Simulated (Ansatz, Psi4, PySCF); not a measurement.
ISn, doublet, geometry from GFN2-xTB (such geometries of metal compounds can be far from the true shape) (the spin is typed, not shown lowest) (core potentials on I, Sn). Base run: BHANDHLYP/def2-SVPD (PySCF).

Input for PySCF:
```python
from pyscf import gto, scf, dft

mol = gto.M(
    atom='''
Sn   -0.000000   -0.000000   -1.394425
I     0.000000    0.000000    1.315496
''',
    basis='def2-svpd',
    ecp={'I': 'def2-svpd', 'Sn': 'def2-svpd'},
    charge=0,
    spin=1,
    verbose=4,
)

mf = dft.UKS(mol)
mf.xc = 'bhandhlyp'
mf.kernel()
```

The same geometry, method and basis name were run in Ansatz (a quantum-chemistry and plane-wave program) and Psi4 and PySCF, at each program's defaults and at the settings that a row names. The base is PySCF at its defaults. Differences at the defaults can come from grids, fitting, cores and function types together.

```csv
code and settings,ΔE vs base (mEh),basis functions,E (Eh),SCF cycles,dipole (D)
"PySCF, defaults (exact integrals, its default grid, spherical functions)",0.000,67,-511.91733,12,2.45
"Psi4, defaults (density fitting with its default set, its default grid, spherical functions)",0.005,67,-511.91733,10,2.45
"Ansatz, defaults (factorised integrals, its default grid, spherical functions)",-0.003,67,-511.91733,-,-
"PySCF, density fitting with def2-universal-jkfit",0.020,67,-511.91731,12,2.45
"PySCF, fine grid",-0.002,67,-511.91733,12,2.45
"Psi4, exact integrals, spherical functions, fine grid",-0.003,67,-511.91733,13,2.45
"Ansatz, high accuracy",-0.003,67,-511.91733,-,-
```

Open shells are given as the SCF converged; they aren't shown to be the lowest states, and a large step between rows can be another state.
